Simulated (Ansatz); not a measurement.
Reaction (redistribution): `Cl[SiH2][NH][GeH2][Cl]` + `C=CC[SiH3]` → `[SiH3][GeH2][Cl]` + `C=CCN[SiH2]Cl`

Computed with Ansatz on PBE0-D4/def2-TZVP structures; ΔE is electronic, products minus reactants. CCSD(T)/CBS adds triple-zeta CCSD(T) − MP2 to the extrapolated MP2 energy (def2 sets, frozen cores). DFT in def2-TZVPP. B3LYP here is the variant with VWN-RPA as its local correlation; programs differ in this. For Ge outer-core shells are correlated without core-valence functions, which leaves a few kJ/mol of doubt a bond. Scalar relativity is left out up to krypton. Each species was taken in one conformer, which may not be the lowest.

Task: Is it downhill or uphill in electronic energy at CCSD(T)/CBS, and by how much? (An estimate is asked.)

Result: The calculation gave: Uphill: ΔE = +73.3 kJ/mol.

Task: What do these levels give: PBE-D4, r2SCAN-D4, PBE0-D4, ωB97M-V, B2PLYP, B3LYP, HF/def2-TZVPP, CCSD(T)/def2-TZVPP, HF/def2-QZVPP, SCS-MP2/def2-QZVPP, HF/CBS(def2), MP2/CBS(def2)? (Best estimate.)

Result: The calculation gave: PBE-D4 55.3, r2SCAN-D4 67.0, PBE0-D4 59.8, ωB97M-V 70.7, B2PLYP 72.1, B3LYP 63.4, HF/def2-TZVPP 77.2, CCSD(T)/def2-TZVPP 74.7, HF/def2-QZVPP 77.9, SCS-MP2/def2-QZVPP 82.2, HF/CBS(def2) 78.0, MP2/CBS(def2) 82.7 kJ/mol.

Largest T1 diagnostic among the species: 0.011.

From PBE to PBE0 (25 % exact exchange), in def2-TZVPP and without D4, ΔE moves by +4.6 kJ/mol.
